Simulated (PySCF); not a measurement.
Removal energies of Mn⁷⁺ from EOM-IP-GCCSD

Reference: closed-shell Mn⁷⁺, [Ar]; one electron is removed. Calculated with PySCF 2.14, two-component X2C-1e with screened spin-orbit coupling, x2c-TZVPPall-2c with one added diffuse shell each of s, p, d, f type (7s8p5d3f1g, 86 functions); frozen 1s2; of the others 110 kept and the rest restored at second order. No Breit or QED terms. Binding energies in eV.

```
level  Koopmans  second order  EOM-CCSD
2p1/2    833.44        822.78    823.92
2p3/2    822.73        812.25    813.36
3s1/2    236.81        230.05    228.51
3p1/2    197.03        196.80    196.94
3p3/2    195.38        195.19    195.33
```

In EOM-CCSD the overlap with the one-orbital guess is low for 3s1/2 (weight 0.79). That can mean mixing with two-hole, one-particle states, where second order and EOM-CCSD lose accuracy, or only a rotation among the degenerate components of the shell; the terms of those configurations are not listed.

For comparison, the ionisation energy of Mn⁷⁺ is 195.5 ± 0.3 eV (semi-empirical (NIST evaluation); NIST Atomic Spectra Database, ionization energies).
